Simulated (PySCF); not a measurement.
SMILES C[Si](C)(C)C#C[SiH3] (C₅H₁₂Si₂), singlet at its GFN2-xTB optimised geometry (Å):

```
19

Si     1.2048    -2.5035     0.0000
C      0.6189    -0.7507     0.0000
C      0.2341     0.3980     0.0020
Si    -0.3595     2.1621     0.0037
C      0.2796     3.0153    -1.5775
C     -2.2662     2.1549     0.0346
C      0.3307     3.0288     1.5557
H      0.6926    -3.1641     1.2043
H      0.6925    -3.1645    -1.2041
H      2.6708    -2.5035     0.0000
H     -0.0866     2.5148    -2.4689
H     -0.0409     4.0523    -1.6268
H      1.3647     3.0038    -1.6185
H     -2.6708     1.6466    -0.8356
H     -2.6676     3.1645     0.0427
H     -2.6424     1.6440     0.9159
H     -0.0095     2.5386     2.4631
H      1.4165     3.0138     1.5634
H      0.0153     4.0674     1.6044
```

Method: PBE0/def2-SVP run with PySCF 2.14.0.

Map of the electron localisation function on the plane z = 1.0 Å:

```
|              .              |
|            .*#*.            |
|            +@@%=            |
|      ..    +@@@=            |
|     .+*:   -%@%=:-=:        |
|     :*#=   :*#*+#@@#.       |
|     .-+=.  -##**@@@%:       |
|      .--:..+@@%#%@@%:       |
|     :+##=--=%@%*+#*-        |
|    .#@@@#=-:+#*:.           |
|    -@@@@%-..::.             |
|    :%@@@#. .:--.            |
|    .*@@%:  .+**+-.          |
|     .-=.   -+***+-:         |
|           .-+*#*+=:         |
|           .-+*#**=:         |
|           .-=****=.         |
|            .-+**+:          |
|             .:-=-...:=-     |
|              .:-:.:+%%#:    |
|             .+%%#--#@@%=    |
|            .*@@@@*-*%@%-    |
|            -%@@@@%--*#*.    |
|            -%@@@@%:.::.     |
|            .#@@@@*.         |
|             :*%%*:          |
|              .::.           |
|                             |
|                             |
```
Scale: ten equal steps from 0.000 (start of ' ') to 1.000 (end of '@'), in the order ' .:-=+*#%@'; x runs from -5.50 to 5.50, y from -5.50 (bottom) to 5.50 (top).
